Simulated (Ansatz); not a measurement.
Program: Ansatz. Geometries: PBE0-D4/def2-TZVP. ΔE: electronic, gas phase. CCSD(T)/CBS adds triple-zeta CCSD(T) − MP2 to the extrapolated MP2 energy (def2 sets, frozen cores). This one scheme is used for every species. Each species was taken in one conformer, which may not be the lowest.

Reaction (formal exchange of groups at a B–Si bond): `B[SiH](C)CC` + `[AlH2][SiH3]` → `[BH2][AlH][SiH3]` + `CC[SiH2]C`

```
           species  HF/def2-TZVPP energy (Eh)
     `B[SiH](C)CC`                 -433.66828
    `[AlH2][SiH3]`                 -533.75097
`[BH2][AlH][SiH3]`                 -558.99307
       `CC[SiH2]C`                 -408.42801
```

**Question.** Work out ΔE.

**Answer.** ΔE = (-558.99307) + (-408.42801) − (-433.66828) − (-533.75097) = -0.00183 Eh = -0.05 eV. CCSD(T)/CBS gives -0.03 eV.

Largest T1 diagnostic among the species: 0.013.

The D4 term adds +0.03 eV with B3LYP and +0.02 eV with PBE0; it sums over pairs of atoms, weighted by their polarisabilities, and B3LYP, whose exchange is more repulsive, gets the larger term.

B3LYP here is the variant with VWN-RPA as its local correlation; programs differ in this.
